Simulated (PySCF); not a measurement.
Mg(OH)(NMe2) (C2H7MgNO), SMILES C[N](C)[Mg][OH].

The structure is a stationary point at PBE0-D3(BJ)/def2-SVP. The structure was generated by enumeration; whether it is a known compound was not checked. One conformer was computed; it need not be the lowest.

Two levels are set side by side: TDA-PBE/def2-SVPD (PySCF) and TDA-M06-2X/def2-SVPD (PySCF). Vertical, same geometry. The lowest singlet is HOMO→LUMO 100 % with PBE and HOMO→LUMO 91 % with the other functional; states are paired by order. Differences are taken from unrounded values.

```json
[
 {"quantity": "lowest singlet excitation (eV)", "TDA-PBE": "2.61"},
 {"quantity": "lowest triplet excitation (TDA) (eV)", "TDA-PBE": "2.41"},
 {"quantity": "first bright state (f over 0.05) (eV)", "TDA-PBE": "4.24"},
 {"quantity": "its oscillator strength", "TDA-PBE": "0.06"}
]
```

Problem. These are the TDA-PBE values. What does TDA-M06-2X give? (An estimate is asked for; the answer gives what the named calculation found.)

Solution. 
```json
[
 {"quantity": "lowest singlet excitation (eV)", "TDA-M06-2X": "3.48", "TDA-PBE minus TDA-M06-2X": "-0.86"},
 {"quantity": "lowest triplet excitation (TDA) (eV)", "TDA-M06-2X": "3.32", "TDA-PBE minus TDA-M06-2X": "-0.90"},
 {"quantity": "first bright state (f over 0.05) (eV)", "TDA-M06-2X": "5.07", "TDA-PBE minus TDA-M06-2X": "-0.83"},
 {"quantity": "its oscillator strength", "TDA-M06-2X": "0.06", "TDA-PBE minus TDA-M06-2X": "-0.01"}
]
```

Functionals without exact exchange tend to place singlet excitations lower, as here. Differences between two approximate levels are no errors against the true value.

Rough cost on one machine, each run with all the roots and properties that it gave: TDA-M06-2X against TDA-PBE about 8 times.
